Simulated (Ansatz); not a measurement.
The inner images of a band of CH$_{5}$BOS (9 atoms, charge 0, multiplicity 1) are given out of order.

Method: RKS PBE-D4/def2-SVP in Ansatz.

Initial state:

```xyz
9
Properties=species:S:1:pos:R:3
C 0.226 0.860 -0.673
B 0.093 -0.481 0.144
O 0.889 -1.541 -0.199
S -1.093 -0.686 1.539
H -0.728 1.110 -1.185
H 0.459 1.720 -0.010
H 1.020 0.787 -1.441
H 0.750 -2.336 0.347
H -1.616 0.567 1.476
```

Final state:

```xyz
9
Properties=species:S:1:pos:R:3
C 0.241 0.989 -0.853
B -0.039 -0.216 0.124
O -0.120 -1.475 -0.408
S -0.243 0.157 1.909
H -0.587 1.068 -1.590
H 0.348 1.969 -0.350
H 1.163 0.793 -1.440
H -0.296 -2.175 0.245
H -0.468 -1.110 2.363
```

**Question.** Put them in order from the first end to the last, with their energies above the first end.
A.
```xyz
9
Properties=species:S:1:pos:R:3
C 0.473 0.921 -0.615
B 0.070 -0.405 0.127
O 0.429 -1.606 -0.401
S -0.815 -0.460 1.795
H -0.406 1.567 -0.820
H 1.147 1.523 0.031
H 0.991 0.721 -1.574
H 0.077 -2.332 0.151
H -1.967 0.070 1.307
```
B.
```xyz
9
Properties=species:S:1:pos:R:3
C 0.574 0.924 -0.605
B 0.051 -0.365 0.117
O 0.193 -1.582 -0.471
S -0.750 -0.294 1.838
H -0.260 1.644 -0.754
H 1.301 1.456 0.046
H 1.047 0.714 -1.584
H -0.157 -2.284 0.113
H -1.999 -0.213 1.300
```
C.
```xyz
9
Properties=species:S:1:pos:R:3
C 0.686 0.926 -0.601
B -0.013 -0.292 0.100
O -0.040 -1.508 -0.517
S -0.797 -0.004 1.769
H -0.077 1.716 -0.773
H 1.444 1.391 0.065
H 1.160 0.665 -1.566
H -0.421 -2.214 0.037
H -1.942 -0.680 1.487
```
D.
```xyz
9
Properties=species:S:1:pos:R:3
C 0.811 0.896 -0.554
B -0.123 -0.213 0.066
O -0.420 -1.315 -0.690
S -0.778 0.068 1.760
H 0.185 1.645 -1.086
H 1.402 1.450 0.201
H 1.501 0.459 -1.303
H -1.019 -1.946 -0.255
H -1.559 -1.046 1.862
```
E.
```xyz
9
Properties=species:S:1:pos:R:3
C 0.282 0.878 -0.645
B 0.073 -0.478 0.133
O 0.823 -1.563 -0.232
S -1.093 -0.678 1.548
H -0.674 1.353 -0.947
H 0.803 1.613 0.007
H 0.904 0.729 -1.550
H 0.619 -2.366 0.282
H -1.736 0.510 1.403
```
F.
```xyz
9
Properties=species:S:1:pos:R:3
C 0.375 0.905 -0.629
B 0.077 -0.441 0.135
O 0.652 -1.595 -0.313
S -0.935 -0.590 1.692
H -0.545 1.471 -0.884
H 0.985 1.577 0.014
H 0.939 0.722 -1.565
H 0.339 -2.367 0.194
H -1.886 0.317 1.355
```
G.
```xyz
9
Properties=species:S:1:pos:R:3
C 0.754 0.925 -0.587
B -0.109 -0.222 0.067
O -0.167 -1.440 -0.553
S -0.995 0.168 1.632
H 0.115 1.793 -0.851
H 1.524 1.309 0.115
H 1.263 0.574 -1.506
H -0.706 -2.103 -0.086
H -1.679 -1.003 1.769
```

**Answer.** E (+0.2 kcal/mol), F (+2.7 kcal/mol), A (+6.1 kcal/mol), B (+7.6 kcal/mol), C (+4.4 kcal/mol), G (+0.6 kcal/mol), D (+0.4 kcal/mol).

The run took 3.8 min on 1 thread of Arm Neoverse V1, with other jobs on the host, peak memory 0.11 GiB.
